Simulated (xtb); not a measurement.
C₄H₅ (SMILES [CH2]C#CC), doublet, geometry from GFN2-xTB. Base run: GFN0-xTB (xtb 6.7.1).

Geometry (Å):
```xyz
9

C     -0.0167    -0.1447     2.0545
C     -0.0057    -0.0502     0.7057
C      0.0042     0.0341    -0.5131
C      0.0159     0.1373    -1.9507
H     -0.9451    -0.1998     2.5940
H      0.9027    -0.1659     2.6114
H     -0.0006     1.1873    -2.2528
H      0.9172    -0.3238    -2.3572
H     -0.8601    -0.3565    -2.3740
```
Charge 0, spin multiplicity 2.
All else is at xtb's defaults.
Base energy -11.12387 Eh.

Each row names what was changed in the base input (with any setting that the change needs).

| change | ΔE vs base (mEh) |
|---|---|
| base | 0.000 |
| etemp = 10 | 0.000 |
| acc = 30 | 0.000 |
| acc = 0.1 | 0.000 |
